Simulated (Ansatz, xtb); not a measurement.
## Relative energy of two isomers of C6H5FN2

Structure a is `[H]/N=C/c1ccncc1F`, a singlet and structure b is `[H]/N=C/c1ccc(F)cn1`, a singlet. Both are isolated molecules in the gas phase, relaxed with B3LYP/def2-SVP; the shapes shown needn't be the lowest conformers.

a (Å):

```yaml
atoms:
  - { symbol: C, position_ang: [-0.2315, -1.2684, -2.2570] }
  - { symbol: C, position_ang: [0.6639, -0.6165, -1.2753] }
  - { symbol: C, position_ang: [0.7080, 0.7779, -1.1109] }
  - { symbol: C, position_ang: [1.5741, 1.3284, -0.1681] }
  - { symbol: C, position_ang: [2.3563, -0.7296, 0.4657] }
  - { symbol: C, position_ang: [1.5177, -1.3620, -0.4556] }
  - { symbol: F, position_ang: [1.5403, -2.6998, -0.5463] }
  - { symbol: N, position_ang: [-1.0062, -0.5805, -2.9983] }
  - { symbol: N, position_ang: [2.3830, 0.5929, 0.6060] }
  - { symbol: H, position_ang: [-1.5525, -1.1902, -3.6155] }
  - { symbol: H, position_ang: [-0.1698, -2.3697, -2.2884] }
  - { symbol: H, position_ang: [0.0579, 1.3986, -1.7305] }
  - { symbol: H, position_ang: [1.6196, 2.4141, -0.0287] }
  - { symbol: H, position_ang: [3.0155, -1.3379, 1.0957] }
```

b (Å):

```yaml
atoms:
  - { symbol: C, position_ang: [-0.1169, -1.6372, -2.4013] }
  - { symbol: C, position_ang: [0.6328, -0.8736, -1.3750] }
  - { symbol: C, position_ang: [0.6823, 0.5314, -1.4031] }
  - { symbol: C, position_ang: [1.4001, 1.1994, -0.4159] }
  - { symbol: C, position_ang: [2.0344, 0.4246, 0.5535] }
  - { symbol: C, position_ang: [1.9395, -0.9688, 0.5154] }
  - { symbol: F, position_ang: [2.7380, 1.0105, 1.5263] }
  - { symbol: N, position_ang: [-0.7445, -1.0594, -3.3467] }
  - { symbol: N, position_ang: [1.2512, -1.6000, -0.4322] }
  - { symbol: H, position_ang: [-1.2001, -1.7477, -3.9545] }
  - { symbol: H, position_ang: [-0.0654, -2.7311, -2.2496] }
  - { symbol: H, position_ang: [0.1564, 1.0620, -2.1987] }
  - { symbol: H, position_ang: [1.4772, 2.2884, -0.3820] }
  - { symbol: H, position_ang: [2.4429, -1.5667, 1.2836] }
```

Quicker runs give these differences E(b) − E(a): GFN2-xTB −1.3 kcal/mol; HF/STO-3G −1.6 kcal/mol (at GFN2-xTB geometries); r2SCAN-D4/def2-SVP −2.5 kcal/mol (at GFN2-xTB geometries).

**Question.** Estimate E(b) − E(a) at the level CCSD(T)/def2-SVP + ΔMP2/def2-TZVPP.

**Answer.** Calculated at CCSD(T)/def2-SVP + ΔMP2/def2-TZVPP: E(b) − E(a) = −2.5 kcal/mol, so structure b lies lower.

How the difference moves with the method:

```tsv
level	geometry	E(b) − E(a) (kcal/mol)	departure from the last row (kcal/mol)	job, with rough time for the two
GFN2-xTB	GFN2-xTB	−1.3	+1.2	optimisation, 0.13 s
HF/STO-3G	GFN2-xTB	−1.6	+1.0	single point, 0.44 s
r2SCAN-D4/def2-SVP	GFN2-xTB	−2.5	0.0	single point, 4.6 s
B3LYP/def2-SVP	B3LYP/def2-SVP	−2.5	0.0	optimisation, 37 s
HF/def2-SVP	B3LYP/def2-SVP	−2.8	−0.3	part of the CCSD(T) run
MP2/def2-SVP	B3LYP/def2-SVP	−2.3	+0.2	part of the CCSD(T) run
CCSD(T)/def2-SVP	B3LYP/def2-SVP	−2.0	+0.5	single point
CCSD(T)/def2-SVP + ΔMP2/def2-TZVPP	B3LYP/def2-SVP	−2.5		single point, 2.4 min
```

As drawn, both hold the same kinds of bond in the same numbers.

The levels shown agree on the order. The largest departure from CCSD(T)/def2-SVP + ΔMP2/def2-TZVPP is that of GFN2-xTB, 1.2 kcal/mol. The last row adds to CCSD(T) the change of the MP2 difference between the two basis sets, here −0.5 kcal/mol.

With thermal terms from frequencies at re-optimised GFN2-xTB minima (ideal gas, soft modes damped towards free rotors, one conformer each, 298.15 K, 1 atm): on the last row, ΔE + ΔZPE = −2.6, ΔH = −2.6, ΔG = −2.5 kcal/mol.

The correlated steps freeze 9 core orbitals. Programs: Ansatz 0.2.0, xtb 6.7.1; the last row on 4 threads of Arm Neoverse V1 on a shared host.
